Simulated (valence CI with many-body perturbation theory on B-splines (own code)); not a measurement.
E1 line list for Ba25+

Method: valence CI with perturbative core correlation (CI+MBPT): three valence electrons over a frozen Dirac-Fock core [Ar] 3d10, radial functions for each j: 11 s, 11 p, 10 d, 8 f, 5 g, 2 h, with the one-electron correlation potential Σ1, the two-electron term Σ2, the three-electron term Σ3, Breit, model QED; selected CI, second order for the rest, scaled by the run's own slope (own B-spline code, finite nucleus).

No measured spectrum was set against this ion. As an estimate, levels hold to about 250 cm⁻¹ or 0.2 % of their energy and the worst to 1 %, as in measured heavy ions of charge 2 to 7; those with d or f electrons hold less well.

Lines 201 to 250 of 550 in falling wavelength, among levels below 3069.3 × 10³ cm⁻¹, chosen from the strongest by gf and those to the six lowest levels. Wavelengths and rates use the calculated energies, so an error of 2000 cm⁻¹ moves a line at 126.4 Å by 0.25 % and its rate by three times that or more. Electric multipoles are in the length gauge, E1 and E2 with the static RPA response of the core. Weak lines are less certain than strong ones. Lines between different terms over intervals too small for the method are left out, as are lines whose strength nearly cancels. Where a level lies close to another of its J and parity, the split of strength between their lines is uncertain. The highest levels of a list are the least certain.

Levels are named by their leading jj configuration (3d3/2^4 stands for four electrons in 3d with j = 3/2), which in mixed levels can hold well under half, so a name can repeat and another be missing. Letters in brackets count levels of one name in rising energy.

```tsv
λ vac (Å)	Upper	Lower	A (s⁻¹)	log gf	Branch %
126.4	(4p1/2 4d3/2 4d5/2) J=3/2 [a]	(4p1/2 4p3/2 4d3/2) J=3/2 [a]	4.02e+10	-0.41	25.4
126.4	(4s 4p1/2 4d5/2) J=7/2	(4s 4p1/2 4p3/2) J=5/2	4.56e+10	-0.06	94.4
126.2	(4s 4d3/2 4d5/2) J=5/2 [c]	(4s 4p3/2 4d3/2) J=5/2 [b]	7.19e+10	0.01	20.7
126.1	(4p3/2 4d5/2^2) J=7/2 [a]	(4p3/2^2 4d5/2) J=9/2	3.95e+10	-0.12	17.3
125.9	(4p3/2 4d3/2 4d5/2) J=7/2 [b]	(4p3/2^2 4d3/2) J=5/2	3.55e+10	-0.17	7.7
125.9	(4s 4d3/2 4d5/2) J=3/2 [b]	(4s 4p3/2 4d5/2) J=3/2 [a]	6.41e+10	-0.22	18.1
125.8	(4s 4p1/2 4d5/2) J=5/2 [a]	(4s 4p1/2 4p3/2) J=5/2	3.27e+10	-0.33	20.1
125.7	(4s 4d3/2 4d5/2) J=7/2 [a]	(4s 4p3/2 4d3/2) J=5/2 [a]	3.52e+10	-0.18	11.7
125.4	(4s 4p1/2 4d5/2) J=5/2 [b]	(4s 4p1/2 4p3/2) J=3/2 [b]	1.08e+11	0.18	88.5
125.4	(4p3/2 4d3/2 4d5/2) J=5/2 [b]	(4p3/2^2 4d5/2) J=7/2	2.22e+10	-0.50	6.9
125.3	(4s 4d3/2 4d5/2) J=3/2 [c]	(4s 4p3/2 4d5/2) J=3/2 [c]	4.87e+10	-0.34	11.6
125.3	(4p1/2 4d5/2^2) J=1/2	(4p1/2 4p3/2 4d5/2) J=3/2 [b]	1.55e+11	-0.14	64.4
125.3	(4p1/2 4p3/2 4f7/2) J=9/2 [a]	(4p1/2 4p3/2 4d5/2) J=7/2 [b]	1.66e+10	-0.41	8.3
125.3	(4p3/2^2 4f7/2) J=9/2	(4s 4p1/2 4f7/2) J=7/2 [b]	1.61e+10	-0.42	5.6
125.2	(4p1/2 4p3/2 4d5/2) J=3/2 [b]	(4p1/2 4p3/2^2) J=1/2	6.78e+10	-0.20	41.5
125.2	(4s^2 4d3/2) J=3/2	(4s^2 4p3/2) J=3/2	6.34e+10	-0.22	21.6
125.2	(4s 4p1/2 4d3/2) J=3/2 [b]	(4s 4p1/2 4p3/2) J=5/2	4.29e+09	-1.39	1.7
125.2	(4s 4d3/2 4d5/2) J=3/2 [c]	(4s 4p3/2 4d5/2) J=3/2 [b]	8.93e+10	-0.08	21.2
124.9	(4s 4d5/2^2) J=3/2	(4s 4p3/2 4d5/2) J=5/2 [b]	5.41e+10	-0.30	14.5
124.9	(4p1/2 4d5/2^2) J=3/2	(4p1/2 4p3/2 4d5/2) J=3/2 [a]	7.28e+10	-0.17	32.5
124.9	(4p3/2 4d5/2^2) J=9/2 [a]	(4p3/2^2 4d5/2) J=9/2	4.99e+10	0.07	18.0
124.7	(4p1/2 4d3/2 4d5/2) J=5/2 [a]	(4p1/2 4p3/2 4d3/2) J=5/2 [a]	4.58e+10	-0.19	25.1
124.6	(4p1/2 4d5/2^2) J=7/2	(4p1/2 4p3/2 4d5/2) J=7/2 [a]	3.71e+10	-0.16	31.0
124.6	(4p3/2 4d3/2 4d5/2) J=3/2 [b]	(4p3/2^2 4d3/2) J=3/2 [b]	6.56e+10	-0.21	16.4
124.5	(4p3/2^2 4d5/2) J=1/2	(4p3/2^3) J=3/2	1.59e+11	-0.13	51.5
124.4	(4s 4d5/2^2) J=1/2	(4s 4p3/2 4d5/2) J=3/2 [c]	1.24e+11	-0.24	30.7
124.4	(4p1/2 4p3/2 4d5/2) J=1/2	(4p1/2 4p3/2^2) J=1/2	1.73e+11	-0.09	70.9
124.2	(4s 4d5/2^2) J=7/2	(4s 4p3/2 4d5/2) J=7/2 [b]	5.63e+10	0.02	22.6
124.2	(4s 4d5/2^2) J=9/2	(4s 4p3/2 4d3/2) J=7/2	1.96e+10	-0.34	10.6
124.2	(4s 4d5/2^2) J=1/2	(4s 4p3/2 4d5/2) J=3/2 [b]	1.27e+11	-0.23	31.4
124.0	(4p1/2 4d5/2^2) J=5/2	(4p1/2 4p3/2 4d5/2) J=5/2 [a]	3.38e+10	-0.33	12.9
123.9	(4p1/2 4d3/2 4d5/2) J=1/2	(4p1/2 4p3/2 4d3/2) J=1/2 [a]	9.08e+10	-0.38	44.3
123.9	(4p3/2 4d3/2^2) J=3/2 [b]	(4p3/2^2 4d3/2) J=5/2	5.55e+10	-0.29	11.1
123.8	(4p1/2 4p3/2 4f7/2) J=5/2 [b]	(4p1/2 4p3/2 4d5/2) J=3/2 [b]	2.86e+10	-0.40	20.8
123.7	(4p1/2 4p3/2 4d3/2) J=5/2 [b]	(4p1/2 4p3/2^2) J=5/2	5.30e+10	-0.14	16.2
123.7	(4s 4p3/2 4d5/2) J=5/2 [a]	(4s 4p3/2^2) J=5/2	1.40e+11	0.28	95.8
123.7	(4s 4p3/2 4f7/2) J=7/2	(4s 4p3/2 4d5/2) J=7/2 [a]	3.29e+10	-0.22	11.0
123.6	(4s 4d5/2^2) J=3/2	(4s 4p3/2 4d5/2) J=3/2 [b]	1.19e+11	0.04	32.1
123.5	(4p1/2 4p3/2 4d5/2) J=7/2 [b]	(4p1/2 4p3/2^2) J=5/2	6.34e+10	0.06	58.3
123.4	(4p3/2^2 4d3/2) J=3/2 [b]	(4p3/2^3) J=3/2	5.59e+10	-0.29	19.2
123.4	(4p1/2 4d3/2 4d5/2) J=1/2	(4p1/2 4p3/2 4d3/2) J=3/2 [a]	7.15e+10	-0.49	34.9
123.4	(4p1/2 4p3/2^2) J=3/2	(4s 4p1/2^2) J=1/2	1.79e+10	-0.79	15.8
123.3	(4s 4d3/2 4d5/2) J=1/2	(4s 4p3/2 4d3/2) J=1/2 [b]	1.79e+11	-0.09	35.3
123.2	(4s 4p3/2 4d5/2) J=1/2	(4s 4p3/2^2) J=1/2	1.55e+11	-0.15	58.2
122.8	(4p1/2 4p3/2 4d3/2) J=5/2 [b]	(4p1/2 4p3/2^2) J=3/2	2.14e+10	-0.54	6.5
122.7	(4p3/2 4d3/2 4d5/2) J=7/2 [b]	(4p3/2^2 4d5/2) J=7/2	3.00e+10	-0.27	6.5
122.5	(4p3/2 4d3/2 4d5/2) J=5/2 [c]	(4p3/2^2 4d5/2) J=7/2	7.99e+10	0.03	25.0
122.4	(4p1/2 4p3/2 4f7/2) J=7/2 [b]	(4p1/2 4p3/2 4d5/2) J=7/2 [b]	1.94e+10	-0.46	7.5
122.2	(4p1/2 4p3/2 4f7/2) J=7/2 [b]	(4p1/2 4p3/2 4d3/2) J=5/2 [b]	5.42e+10	-0.01	20.8
122.2	(4s 4p1/2 4d5/2) J=3/2	(4s 4p1/2 4p3/2) J=3/2 [b]	8.66e+10	-0.11	35.0
```
